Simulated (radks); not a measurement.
The lanthanum ion La2+, 55 electrons, occupied as [Xe] 7f1 (not the ground configuration).

Method: Dirac Kohn-Sham, PBE, spin-unpolarised, spherical densities, point nucleus; open shells are shared between the two j in proportion to 2j + 1; computed with a radial shooting solver on a logarithmic mesh with Libxc functionals.

Energy parts (eV):
part                      energy
total                 -231196.88
kinetic                247440.86
electron-nucleus      -561374.89
Hartree                 88269.74
exchange-correlation    -5532.58

Orbitals (lengths in bohr, moments of r in powers of bohr; <r^-3> diverges for s and p1/2; r(max) is where P^2 peaks; r(90%) holds 90 % of the orbital's charge):
orbital      occ.  eigenvalue (eV)   <r^-3>  r(90%)   r(max)  small-component weight
1s1/2           2        -38740.78        -  0.0452  0.01607                4.44e-02
2s1/2           2        -6182.327        -   0.166  0.09108                9.62e-03
2p1/2           2        -5831.473        -   0.148  0.06950                9.65e-03
2p3/2           4        -5418.340     6682   0.156  0.07466                9.09e-03
3s1/2           2        -1338.827        -   0.419   0.2606                2.93e-03
3p1/2           2        -1190.986        -   0.413   0.2473                2.87e-03
3p3/2           4        -1110.461     1336   0.430   0.2585                2.71e-03
3d3/2           4        -851.6592    218.0   0.404   0.2082                2.59e-03
3d5/2           6        -834.4325    199.0   0.409   0.2114                2.55e-03
4s1/2           2        -287.0054        -   0.940   0.6086                8.96e-04
4p1/2           2        -232.6069        -   0.981   0.6192                8.31e-04
4p3/2           4        -215.4715    285.3    1.02   0.6432                7.81e-04
4d3/2           4        -126.3190    38.42    1.14   0.6673                6.41e-04
4d5/2           6        -123.3426    34.76    1.16   0.6752                6.28e-04
5s1/2           2         -59.1977        -    2.20    1.406                2.04e-04
5p1/2           2         -44.1624        -    2.47    1.532                1.66e-04
5p3/2           4         -41.5227    43.84    2.57    1.594                1.54e-04
7f5/2    0.428571          -3.1615  0.05374    20.7    16.65                7.53e-06
7f7/2    0.571429          -3.1574  0.05378    20.7    16.67                7.59e-06

The highest occupied level is 7f7/2 at -3.157 eV. Summed over all electrons, <r^2> = 292.5 bohr^2, which gives a Langevin (diamagnetic) susceptibility term of -232 x 10^-6 cm^3/mol. The density falls to 0.001 e/bohr^3 at r = 3.58 bohr.
